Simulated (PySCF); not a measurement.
# Where the electron goes

Compound: C4H4O3Si.
Z-matrix (Å and degrees, GFN2-xTB geometry), rows numbered from 1:
```
O 
C   1  1.1952
C   2  1.4736  1  136.72
C   3  1.3693  2   93.54  1  -179.98
O   4  1.2950  3  136.00  2  -179.86
Si  5  1.6747  4  127.84  3   179.86
C   4  1.4932  3   93.28  2    -0.03
O   7  1.1976  2  140.73  1    -0.09
H   3  1.0736  2  132.83  1    -0.14
H   6  1.4569  5  108.62  4    61.36
H   6  1.4569  5  108.57  4   -61.65
H   6  1.4547  5   96.24  4   179.86
```

Theory: TDDFT CAM-B3LYP/def2-SVPD, vertical, gas phase, core orbitals frozen in the response (PySCF).

Frontier orbitals with the atoms that hold most of them (Löwdin shares over 4%, at most four atoms; ? is withheld):

```json
{"orbital": "HOMO-3", "ε (eV)": "-12.01", "atoms": "Si6 30%, H12 24%, O5 14%, O8 10%"}
{"orbital": "HOMO-2", "ε (eV)": "-10.82", "atoms": "O1 31%, O8 28%, C2 9%, C7 9%"}
{"orbital": "HOMO-1", "ε (eV)": "-9.64", "atoms": "?"}
{"orbital": "HOMO", "ε (eV)": "?", "atoms": "O1 34%, O8 23%, C7 11%, C2 11%"}
{"orbital": "LUMO", "ε (eV)": "-1.09", "atoms": "?"}
{"orbital": "LUMO+1", "ε (eV)": "-0.36", "atoms": "C2 25%, O1 24%, C4 20%, O5 9%"}
{"orbital": "LUMO+2", "ε (eV)": "0.24", "atoms": "Si6 36%, O5 12%, H11 11%, H10 11%"}
```

(1) Give the leading atoms of the LUMO.

(2) Which atoms hold the HOMO-1, and with what shares?

(3) What is the HOMO energy, and the HOMO–LUMO gap?

## Answers

(1) C3 (bonded to 2 C and H) 28%; O8 (bonded to C) 22%; C7 (bonded to 2 C and O) 21%; C4 (bonded to 2 C and O) 14%. By element: carbon 64% or more, oxygen 22% or more.

(2) C3 (bonded to 2 C and H) 26%; O5 (bonded to C and Si) 17%; C4 (bonded to 2 C and O) 16%; O1 (bonded to C) 15%. By element: carbon 42% or more, oxygen 32% or more.

(3) ε(HOMO) = -8.67 eV; the gap is 7.58 eV (0.2785 hartree).

Task: How does S1 compare with the orbital gap of 7.58 eV?

Result: S1 is at 3.44 eV (f = 0.0001), 4.14 eV below the gap, made of HOMO→LUMO (89%). 

Task: One configuration dominates each of S1, S2, S3, S4 and S7. Which, and how do the shares of the two leading atoms of either orbital change from the occupied to the empty one?

Result: 
- S1 (3.44 eV, f 0.0001), HOMO→LUMO (89%): O1 34% → at most 14%, O8 23% → 22%, C3 at most 11% → 28%
- S2 (4.03 eV, f 0.0001), HOMO→LUMO+1 (88%): O1 34% → 24%, O8 23% → at most 10%, C2 11% → 25%
- S3 (5.67 eV, f 0.149), HOMO-1→LUMO (93%): C3 26% → 28%, O5 17% → at most 14%, O8 at most 16% → 22%
- S4 (5.69 eV, f 0.0031), HOMO-2→LUMO (72%): O1 31% → at most 14%, O8 28% → 22%, C3 at most 9% → 28%
- S7 (6.38 eV, f 0.0008), HOMO-2→LUMO+1 (71%): O1 31% → 24%, O8 28% → at most 10%, C2 9% → 25%

Löwdin shares depend on the basis, the more so with diffuse functions.

Time: 2.1 min wall, 1.8 min CPU (grids of density and orbitals included); peak memory 0.91 GiB. Hardware: one thread of an Intel Xeon at 2.50 GHz, shared host.

One conformer stands for the species.
